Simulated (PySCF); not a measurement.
# Shapes and spin states of CoS(OH)

These are results of B3LYP/[Co def2-SVP, S def2-SVP, O def2-SVP, H def2-SVP], no relativity, density fitting, PySCF, not measurements.

Relaxations began from a few typed shapes and spin states; open shells are unrestricted. The search is not exhaustive: other isomers or separated fragments can lie lower, and high-lying points may rest on an excited occupation.

```csv
spin,group,bonds,angles,imaginary modes (cm⁻¹),ΔE (kJ/mol),ΔE with ZPE (kJ/mol)
quintet,Cs,"Co–O 1.765 Å, Co–S 2.072 Å, O–H 0.965 Å","Co–O–H 129.7°, O–Co–S 171.9°",none,0.0,0.0
broken-symmetry Ms = 1 (⟨S²⟩ 2.80),Cs,"Co–O 1.730 Å, Co–S 2.122 Å, O–H 0.962 Å","Co–O–H 145.4°, O–Co–S 170.8°",none,4.0,4.3
"singlet (closed shell, unstable to spin polarisation)",Cs,"Co–O 1.684 Å, Co–S 1.937 Å, O–H 0.966 Å","Co–O–H 135.9°, O–Co–S 148.2°",none,120.8,124.8
```

The lowest minimum found is the quintet Cs: Co–O 1.765 Å, Co–S 2.072 Å, O–H 0.965 Å; Co–O–H 129.7°, O–Co–S 171.9°.

For the lowest minimum: other spin states or occupations of the open shell can lie lower.

The electron or spin density has lower symmetry than the nuclear frame for the broken-symmetry Ms = 1 (⟨S²⟩ 2.80) Cs at 4.0 kJ/mol.
